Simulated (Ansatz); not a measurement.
Cartesian coordinates in Å:
```
C 1.7677 0.9003 -0.5919
C 0.7293 0.1956 0.2427
O -0.4394 0.0279 -0.5592
Sn -2.0016 -0.8358 0.1599
F -3.2738 -0.8260 -1.2382
Cl -1.5950 -3.0131 0.7410
Cl -2.8820 0.3109 1.9358
H 1.4014 1.8761 -0.9152
H 2.6804 1.0467 -0.0091
H 2.0116 0.3111 -1.4775
H 0.4954 0.7865 1.1373
H 1.1061 -0.7801 0.5745
```

The species carries charge 0 and has multiplicity 1. Sn: def2 effective core potential.

List the PBE/def2-TZVPP orbital energies in eV (Ansatz). (Estimate.)

The calculation gave: Occupied: -2739.56, -2739.56, -659.66, -511.08, -270.76, -269.03, -250.11, -250.11, -190.83, -190.83, -190.63, -190.63, -190.63, -190.63, -135.04, -91.02, -91.00, -90.94, -29.52, -27.92, -27.61, -27.41, -27.40, -26.76, -25.04, -20.88, -20.48, -18.88, -15.46, -13.70, -11.99, -11.82, -10.86, -10.37, -10.23, -9.80, -9.43, -9.39, -9.20, -8.64, -8.55, -8.36, -8.26, -7.82, -7.12. Lowest empty: -3.62, -0.73, -0.21, -0.14, 0.50, 1.29, 1.65, 2.10.
